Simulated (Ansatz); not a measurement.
Ideal-gas functions of `[OH][Hf]([I])([I])[I]` at 400 K and 1 bar, from an Ansatz frequency run at PBE0-D4/def2-TZVP.

Molar mass 576.21 g/mol, point group C3v (symmetry number 3), electronic degeneracy 1, moments of inertia 1442.085, 1442.278, 2486.744 u Å². Harmonic wavenumbers (cm⁻¹, unscaled): 45, 45, 57, 126, 126, 176, 216, 216, 254, 254, 742, 3996.

Use S(trans) = R[1.5 ln M + 2.5 ln T − 1.1517]; rotational temperatures θ = 24.2544 K / I; S(rot) = R[ln(√π/σ · √(T³/θAθBθC)) + 1.5]; for each mode x = 1.438777 ν̃/T, S = R[x/(eˣ − 1) − ln(1 − e⁻ˣ)] and H = RT x/(eˣ − 1); 1 cm⁻¹ = 0.0119627 kJ/mol; R = 8.31446 J/(mol·K).

**Question.** By hand: the entropy, in J/(mol·K).

**Answer.** Translation 194.2. Rotation: θ = 0.0168, 0.0168, 0.0098 K, giving 136.0. Vibration, mode by mode: 23.46, 23.46, 21.50, 14.97, 14.97, 12.25, 10.62, 10.62, 9.35, 9.35, 2.25, 0.00, in all 152.8. Electronic 0.0. Sum 483.0 J/(mol·K).

**Question.** By hand: H − E and G − E in kJ/mol, counted from the electronic energy.

**Answer.** Zero-point energy ½ × 6253 × 0.0119627 = 37.4; thermal vibration 25.9; translation, rotation and pV give 4 RT = 13.3. H − E = 76.6 kJ/mol, and G − E = 76.6 − 400 × 483.0/1000 = -116.6 kJ/mol.

Vibration gives 32 % of the entropy, 98.4 J/(mol·K) of it from the modes under 150 cm⁻¹: soft modes count most, and the harmonic formula is weakest for them. The sum counts one conformer and one mirror image; others add a mixing term.
